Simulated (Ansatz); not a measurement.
```yaml
atoms:
  - { symbol: Ti, position_ang: [0.0000, 0.0000, 0.0000] }
  - { symbol: Cl, position_ang: [0.0000, 0.0000, 3.4045] }
```

Basis set: pcseg-2 (spherical functions). Charge 0, multiplicity 4.

Computed with Ansatz (development build ahead of 0.2.0); each method stands on the lowest determinant of its kind that the runs found.

The atomization energy at this shape (free ground-state atoms in the same class of orbitals less the molecule, no zero-point energy) of quartet TiCl:

| method | atomization energy |
| --- | --- |
| PBE0 (unrestricted) | 2.52 eV |
| PBE (unrestricted) | 2.83 eV |

(1) What does UHF give?

Results:

(1) 1.84 eV. Caution: other spin multiplicities were not run; the shape is not the minimum. Caution for PBE (unrestricted): a free atom is spin contaminated.
